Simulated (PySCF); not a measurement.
Zr²²⁺: ionisation energy

Zr²²⁺ [Ar] (1S) → Zr²³⁺ [Ne] 3s2 3p5 (2P), as a difference of total energies. Computed with PySCF 2.14 in an even-tempered Gaussian basis (17 s from 2.5 bohr⁻², ratio 2.5; 11 p from 3.2 bohr⁻², ratio 2.5; 5 d from 17 bohr⁻², ratio 2.7; 4 f from 25 bohr⁻², ratio 2.7), with the non-relativistic Hamiltonian (point nucleus). Correlated levels: outer shells: 1s2 frozen; virtual orbitals above 40 to 60 times the deepest correlated orbital energy dropped. The calculations carry no spin-orbit coupling.

| method | ionisation energy (eV) |
| --- | --- |
| UHF | 1089.2 |
| MP2 (outer shells) | 1090.0 |
| SCS-MP2 (outer shells) | 1089.9 |
| CCSD (outer shells) | 1089.9 |
| CCSD(T) (outer shells) | 1089.9 |

A first-order spin-orbit estimate (lowest level to lowest level, LS coupling) adds -5.267 eV.

All relativistic terms are absent from these numbers, so their closeness to the reference says little about the methods.

For comparison: 1092 ± 3 eV (semi-empirical (NIST evaluation); NIST Atomic Spectra Database, ionization energies).
